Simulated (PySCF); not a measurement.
Compound: C₃H₇FOSi.
Z-matrix (Å and degrees, PBE0-D3(BJ)/def2-SVP geometry), rows numbered from 1:
```
O 
C   1  1.2009
C   2  1.5131  1  122.92
F   3  1.3768  2  107.78  1  -165.11
C   3  1.5111  2  113.43  1   -41.32
Si  5  1.9052  3  116.43  2    56.64
H   2  1.1194  1  122.56  3   178.70
H   3  1.1087  2  106.30  1    79.87
H   5  1.1033  3  109.01  2   -66.64
H   5  1.1015  3  108.21  2   177.76
H   6  1.4878  5  113.09  3   -89.65
H   6  1.4976  5  106.24  3   152.22
H   6  1.4933  5  110.60  3    35.40
```

Theory: PBE0-D3(BJ)/def2-SVP geometry optimisation, gas phase (PySCF 2.14.0).

Take the most abundant isotopes and a rigid rotor. The values belong to one conformer with, in the numbering `[O:1]=[CH:2][C@@H:3]([F:4])[CH2:5][SiH3:6]`, O1–C2–C3–F4 -165°, C2–C3–C5–Si6 57°.

(1) What are A, B and C (MHz)?

(2) What kind of rotor is it?

(3) What does the inertial defect say?

(4) Give the other two planar moments, Paa and Pbb, and the rms extents of the mass along the axes.

(5) Where do the levels up to J = 4 lie, in MHz?

(6) Which lines would a microwave search look for?

(7) Estimate the classical rotational partition function at 10 K, 25 K and 298.15 K.

## Answers

(1) Ia = 123.76, Ib = 250.77, Ic = 355.09 u·Å²; 505379 MHz·u·Å²/I gives A = 4084, B = 2015, C = 1423 MHz.

(2) An asymmetric top. Ray's parameter κ = (2B − A − C)/(A − C) = -0.555; −1 is the prolate and +1 the oblate limit.

(3) Not planar: Δ = Ic − Ia − Ib = -19.44 u·Å². For a rigid frame Δ = −2 Σ m c², so Σ m c² = 9.72 u·Å² lies off the ab plane: 7.08 from hydrogen and 2.64 from heavier atoms. The atom farthest from that plane is 1.45 Å away.

(4) Paa = Σ m a² = (Ib + Ic − Ia)/2 = 241.05 and Pbb = Σ m b² = (Ia + Ic − Ib)/2 = 114.04 u·Å². With the mass M = 106.03 u, the rms extents √(P/M) along a, b and c are 1.51, 1.04, 0.30 Å.

(5) Above 0(0,0):
J = 1: 1(0,1) 3439, 1(1,1) 5507, 1(1,0) 6099
J = 2: 2(0,2) 10206, 2(1,2) 11792, 2(1,1) 13568, 2(2,1) 19773, 2(2,0) 19883
J = 3: 3(0,3) 20105, 3(1,3) 21156, 3(1,2) 24696, 3(2,2) 30088, 3(2,1) 30615, 3(3,1) 41973, 3(3,0) 41986
J = 4: 4(0,4) 32932, 4(1,4) 33540, 4(1,3) 39372, 4(2,3) 43756, 4(2,2) 45209, 4(3,2) 55913, 4(3,1) 56003, 4(4,1) 72300, 4(4,0) 72301
The levels of one J sum to (2J + 1)J(J + 1)(A + B + C)/3.

(6) The dipole components are |μa| = 0.75 D, |μb| = 0.86 D, |μc| = 0.35 D. The squared components, which scale the intensities, stand as 0.76 : 1.00 : 0.17 (a : b : c). Some lines, for components of 0.1 D or more:

```json
{"type": "a", "branch": "Q", "J(Ka,Kc)": "2(1,1) ← 2(1,2)", "MHz": "1776", "lower level (cm⁻¹)": "0.393"}
{"type": "a", "branch": "R", "J(Ka,Kc)": "1(0,1) ← 0(0,0)", "MHz": "3439", "lower level (cm⁻¹)": "0.000"}
{"type": "b", "branch": "R", "J(Ka,Kc)": "2(0,2) ← 1(1,1)", "MHz": "4699", "lower level (cm⁻¹)": "0.184"}
{"type": "c", "branch": "Q", "J(Ka,Kc)": "2(2,1) ← 2(1,1)", "MHz": "6205", "lower level (cm⁻¹)": "0.453"}
{"type": "a", "branch": "R", "J(Ka,Kc)": "2(1,2) ← 1(1,1)", "MHz": "6285", "lower level (cm⁻¹)": "0.184"}
{"type": "b", "branch": "Q", "J(Ka,Kc)": "2(2,0) ← 2(1,1)", "MHz": "6314", "lower level (cm⁻¹)": "0.453"}
{"type": "a", "branch": "R", "J(Ka,Kc)": "2(0,2) ← 1(0,1)", "MHz": "6767", "lower level (cm⁻¹)": "0.115"}
{"type": "b", "branch": "R", "J(Ka,Kc)": "2(1,2) ← 1(0,1)", "MHz": "8353", "lower level (cm⁻¹)": "0.115"}
{"type": "c", "branch": "R", "J(Ka,Kc)": "2(1,1) ← 1(0,1)", "MHz": "10130", "lower level (cm⁻¹)": "0.115"}
{"type": "b", "branch": "R", "J(Ka,Kc)": "2(2,0) ← 1(1,1)", "MHz": "14376", "lower level (cm⁻¹)": "0.184"}
```

(7) Point group C1, symmetry number σ = 1; q = (√π/σ)·√((kT/h)³/(ABC)), k/h = 20836.6 MHz/K: 1560 at 10 K, 6160 at 25 K, 254000 at 298.15 K.

PBE0-D3(BJ)/def2-SVP frequencies: not computed here. These are rigid-rotor constants of the computed structure; measured ground-state constants (B0) also hold zero-point vibration. A rigid rotor knows nothing of internal rotation, which can split or shift real lines.
